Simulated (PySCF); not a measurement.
GeH7NSi2, SMILES [NH]1[SiH2][SiH2][GeH2]1. The structure is a stationary point at PBE-D3(BJ)/def2-SVP. The structure was generated by enumeration, and PubChem lists no compound with its InChIKey, so it may never have been made.

Computed equilibrium geometry at PBE-D3(BJ)/def2-SVP (PySCF confirms it by a frequency run) as bond lengths and angles, and its point group:
point group Cs.
Atoms: N1 Si2 Si3 Ge4 H5 H6 H7 H8 H9 H10 H11. Bonds (Å): N1–Si2 1.759, N1–Ge4 1.881, N1–H5 1.024, Si2–Si3 2.366, Si2–H6 1.512, Si2–H7 1.512, Si3–Ge4 2.410, Si3–H8 1.504, Si3–H9 1.504, Ge4–H10 1.560, Ge4–H11 1.560. Bond angles (°): Si2–N1–Ge4 109.4, Si2–N1–H5 126.2, Ge4–N1–H5 124.4, N1–Si2–Si3 88.9, N1–Si2–H6 114.8, N1–Si2–H7 114.8, Si3–Si2–H6 115.9, Si3–Si2–H7 115.9, H6–Si2–H7 106.3, Si2–Si3–Ge4 76.9, Si2–Si3–H8 117.9, Si2–Si3–H9 117.9, Ge4–Si3–H8 115.7, Ge4–Si3–H9 115.7, H8–Si3–H9 109.6, N1–Ge4–Si3 84.8, N1–Ge4–H10 111.8, N1–Ge4–H11 111.8, Si3–Ge4–H10 119.1, Si3–Ge4–H11 119.1, H10–Ge4–H11 108.1.
